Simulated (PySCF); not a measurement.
NICS in one family of compounds.

NICS is the negative of the GIAO shielding at a point without a nucleus: at the ring centre (0) and 1 Å above and below it (1); zz is the component along the ring normal. Level: GIAO PBE0/pcSseg-1 (PySCF, non-relativistic, gas phase) on the GFN2-xTB geometries, one conformer each. Atom numbers follow the mapped SMILES.

Task: Order these rings by mean NICS(1)zz, lowest (most negative) first (ppm).
A. ring C5–O6–C7–C9–P10 in `[CH3:1][C:2]([CH3:3])([CH3:4])[c:5]1[o:6][c:7]([Cl:8])[cH:9][p:10]1`
B. ring C3–O4–C5–C6–P7 in `[CH2:1]=[CH:2][c:3]1[o:4][cH:5][cH:6][p:7]1`
C. ring C3–O4–C5–C6–P7 in `[CH3:1][O:2][c:3]1[o:4][cH:5][cH:6][p:7]1`
D. ring C5–O6–C7–C9–P10 in `[CH3:1][C:2]([CH3:3])([CH3:4])[c:5]1[o:6][c:7]([F:8])[cH:9][p:10]1`
E. ring C3–O4–C5–C6–P7 in `[CH:1]#[C:2][c:3]1[o:4][cH:5][cH:6][p:7]1`
F. ring C1–C2–P3–C4–O5 in `[cH:1]1[cH:2][p:3][cH:4][o:5]1`

Result: F (-28.5), E (-25.7), B (-24.5), C (-22.4), A (-21.2), D (-20.2).

```
             SMILES                                                     ring  NICS(0)  NICS(1)  NICS(1)zz  HOMA  rms pucker (Å)  ring atoms with four or more neighbours
            c1cpco1  5-membered ring with O and P; formal bonds all aromatic    -12.5    -11.5      -28.5  0.52            0.00                                        0
         C#Cc1occp1  5-membered ring with O and P; formal bonds all aromatic    -12.0    -11.1      -25.7  0.46            0.00                                        0
         C=Cc1occp1  5-membered ring with O and P; formal bonds all aromatic    -11.0    -10.4      -24.5  0.45            0.00                                        0
          COc1occp1  5-membered ring with O and P; formal bonds all aromatic    -11.6     -9.7      -22.4  0.43            0.00                                        0
CC(C)(C)c1oc(Cl)cp1  5-membered ring with O and P; formal bonds all aromatic    -10.6     -9.8      -21.2  0.44            0.00                                        0
 CC(C)(C)c1oc(F)cp1  5-membered ring with O and P; formal bonds all aromatic    -10.9     -9.3      -20.2  0.43            0.00                                        0
```

NICS(0) gives another order. The isotropic NICS(1) gives another order. Over the 6 rings with a HOMA value its correlation coefficient with NICS(1)zz is -0.92. HOMA uses Krygowski's 1993 parameters. NICS(1) and NICS(1)zz are means over the two faces.
